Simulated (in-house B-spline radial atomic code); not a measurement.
Whole-atom quantities along the 34-electron series, configuration 1s2 2s2 2p6 3s2 3p6 3d10 4s2 4p1/2(2) 4p3/2(2). Breit and QED terms are first order and not part of the total energy; the density at the nucleus is averaged over the nuclear charge. Computed with a radial B-spline atomic code at the basis-set limit: Dirac-Hartree-Fock, jj configuration that fills j = l - 1/2 first, finite nuclei.

| ion | Z | E/Z² (Eh) | Σ<r²> (bohr²) | n(0)/Z³ (bohr⁻³) | Lamb diamagnetic shielding (ppm) | repulsion over attraction | Breit energy (eV) | self-energy (eV) | vacuum polarisation (eV) |
| --- | --- | --- | --- | --- | --- | --- | --- | --- | --- |
| Pd12+ | 46 | -2.3619 | 8.3344 | 1.3184 | 4547.51 | 0.13264 | 89.342 | 67.775 | -8.1355 |
| Ag13+ | 47 | -2.3801 | 7.71 | 1.3544 | 4674.57 | 0.13036 | 96.127 | 73.104 | -8.9121 |
| Cd14+ | 48 | -2.3978 | 7.1561 | 1.3898 | 4802.32 | 0.12812 | 103.26 | 78.736 | -9.7468 |
| In15+ | 49 | ? | ? | ? | ? | ? | ? | ? | ? |
| Sn16+ | 50 | -2.4321 | 6.2185 | 1.4691 | 5060.04 | 0.1238 | 118.62 | 90.957 | -11.606 |
| Sb17+ | 51 | -2.4486 | 5.8191 | 1.511 | 5190.05 | 0.12172 | 126.87 | 97.571 | -12.638 |
| Te18+ | 52 | -2.4648 | 5.4578 | 1.5529 | 5320.88 | 0.11969 | 135.5 | 104.54 | -13.743 |
| I19+ | 53 | -2.4807 | 5.1296 | 1.5997 | 5452.57 | 0.11771 | 144.54 | 111.87 | -14.927 |
| Xe20+ | 54 | -2.4963 | 4.8304 | 1.6468 | 5585.13 | 0.11578 | 153.99 | 119.59 | -16.193 |
| Cs21+ | 55 | -2.5116 | 4.5569 | 1.6972 | 5718.61 | 0.11389 | 163.86 | 127.7 | -17.547 |
| Ba22+ | 56 | -2.5267 | 4.3061 | 1.7489 | 5853.03 | 0.11205 | 174.16 | 136.22 | -18.992 |
| La23+ | 57 | -2.5414 | 4.0755 | 1.804 | 5988.45 | 0.11025 | 184.92 | 145.17 | -20.536 |
| Ce24+ | 58 | -2.556 | 3.8628 | 1.8614 | 6124.88 | 0.1085 | 196.12 | 154.57 | -22.184 |
| Pr25+ | 59 | ? | ? | ? | ? | ? | ? | ? | ? |
| Nd26+ | 60 | ? | ? | ? | ? | ? | ? | ? | ? |
| Pm27+ | 61 | -2.5984 | 3.3153 | 2.0481 | 6540.69 | 0.10349 | 232.61 | 185.59 | -27.808 |
| Sm28+ | 62 | -2.6121 | 3.1581 | 2.1071 | 6681.56 | 0.1019 | 245.76 | 196.94 | -29.928 |
| Eu29+ | 63 | -2.6257 | 3.0117 | 2.1777 | 6823.68 | 0.10034 | 259.43 | 208.83 | -32.19 |
| Gd30+ | 64 | -2.6391 | 2.875 | 2.2498 | 6967.06 | 0.098824 | 273.63 | 221.27 | -34.596 |
| Tb31+ | 65 | -2.6524 | 2.7472 | 2.3423 | 7111.82 | 0.097337 | 288.38 | 234.3 | -37.167 |
| Dy32+ | 66 | -2.6655 | 2.6275 | 2.4074 | 7257.82 | 0.095885 | 303.67 | 247.92 | -39.88 |
| Ho33+ | 67 | -2.6786 | 2.5152 | 2.4988 | 7405.32 | 0.094464 | 319.54 | 262.17 | -42.78 |

(1) Fill in the row of In15+.

(2) Fill in the row of Pr25+.

(3) Fill in the row of Nd26+.

(4) With what power of Z does the column «self-energy (eV)» change over this range?

Answers

(1) E/Z² (Eh): -2.4151; Σ<r²> (bohr²): 6.6618; n(0)/Z³ (bohr⁻³): 1.4293; Lamb diamagnetic shielding (ppm): 4930.8; repulsion over attraction: 0.12593; Breit energy (eV): 110.76; self-energy (eV): 84.683; vacuum polarisation (eV): -10.644.

(2) E/Z² (Eh): -2.5703; Σ<r²> (bohr²): 3.6663; n(0)/Z³ (bohr⁻³): 1.922; Lamb diamagnetic shielding (ppm): 6262.38; repulsion over attraction: 0.10679; Breit energy (eV): 207.8; self-energy (eV): 164.42; vacuum polarisation (eV): -23.941.

(3) E/Z² (Eh): -2.5844; Σ<r²> (bohr²): 3.4842; n(0)/Z³ (bohr⁻³): 1.985; Lamb diamagnetic shielding (ppm): 6400.97; repulsion over attraction: 0.10512; Breit energy (eV): 219.96; self-energy (eV): 174.76; vacuum polarisation (eV): -25.814.

(4) A fit of the logarithm of its size against log Z from Z = 46 to 67 has slope 3.60. One-loop self-energy scales as Z⁴F(Zα), with F falling from low Z to about Z = 90.
